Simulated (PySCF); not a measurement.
## Fractional electron number in Mn (manganese, neutral)

The 4s beta orbital of [Ar] 3d5 4s2 is emptied in steps (occupation f), with all orbitals relaxed, ending at [Ar] 3d5 4s1. Calculation: PySCF 2.14, in aug-cc-pVTZ-DK (8s7p5d3f2g, 93 functions); scalar relativity by spin-free X2C-1e. The exact energy is a straight line in f; departures are measured from the line between the end points of the same method.

| f | BLYP (eV) |
| --- | --- |
| 1 | 0.000 |
| 0.9 | -0.277 |
| 0.7 | -0.651 |
| 0.5 | -0.781 |
| 0.3 | -0.660 |
| 0.1 | -0.281 |
| 0 | 0.000 |

Problem. For BLYP, how does the orbital energy at f = 1 compare with the removal energy?

Solution. −ε = 4.491 eV against a total-energy difference of 7.550 eV. By Janak's theorem ε = ∂E/∂f, so the gap between them reflects the curvature. Along the path −ε is 5.079 (f = 0.9), 6.282 (f = 0.7), 7.522 (f = 0.5), 8.797 (f = 0.3), 10.083 (f = 0.1) eV.

Reference removal energy between the ground levels: 7.434 eV (measured; NIST Atomic Spectra Database, ionization energies).
